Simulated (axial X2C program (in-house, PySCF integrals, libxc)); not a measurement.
**LiSe: cheaper levels and CCSD(T), two-component**

All values were computed with an in-house all-electron X2C program for linear molecules (integrals from PySCF). Two-component (2c) means X2C with spin–orbit coupling and atomic mean-field two-electron Coulomb and Gaunt terms. Basis: Se dyall-cv3z [8s9p6d4f1g], Li dyall-cv3z [7s8p2d] (cores contracted in-house); Gaussian nuclei, density fitting, unrestricted open shells. Masses: Se 79.917 u, Li 7.016 u.

State: Ω = 3/2 (⟨Sz⟩ = 0.50, ⟨Lz⟩ = 1.00 at HF); fragments Se + Li.

```json
{"level": "PBE0", "Re (Å)": "2.273", "ωe (cm⁻¹)": "511.0", "De (eV)": "2.85"}
{"level": "HF", "Re (Å)": "2.295", "ωe (cm⁻¹)": "510.8", "De (eV)": "n/a"}
{"level": "MP2", "Re (Å)": "2.300", "ωe (cm⁻¹)": "503.3", "De (eV)": "2.68"}
{"level": "CCSD", "Re (Å)": "2.297", "ωe (cm⁻¹)": "503.5", "De (eV)": "2.68"}
{"level": "PBE", "Re (Å)": "2.283", "ωe (cm⁻¹)": "498.2", "De (eV)": "2.91"}
```

Correlated methods: 7 electrons correlated (number of frozen shells: Se 3 s, 2 p, 1 d; Li 1 s), 187 virtual spin orbitals or spinors in MP2, 69 natural virtuals in coupled cluster.

CCSD(T), same Hamiltonian and basis:

Re = 2.300 Å, ωe = 501.0 cm⁻¹, De = 2.73 eV; T1 = 0.007 (Lee–Taylor normalisation).

(1) Give the differences from CCSD(T) in the columns below.

One determinant describes the state; a PBE0 search over occupations chose it and may have missed a lower one. De is counted from the lowest determinant-based energies of the atoms at the same level, without counterpoise correction. De is not given where an atomic determinant may have missed its ground term or J level, or where the truncated virtual space spoils (T). Density functionals use the spin component along the axis (collinear). CCSD and (T) use frozen natural virtuals with an MP2 correction for the truncation; (T) itself is uncorrected, so its De runs slightly low. Without a current term, density functionals place determinants with orbital angular momentum somewhat too high.

## Answers

(1) 

```
level  ΔRe (Å)  Δωe (cm⁻¹)  ΔDe (eV)
 PBE0   -0.027          10      0.12
   HF   -0.005          10       n/a
  MP2    0.000           2     -0.05
 CCSD   -0.003           2     -0.05
  PBE   -0.017          -3      0.18
```
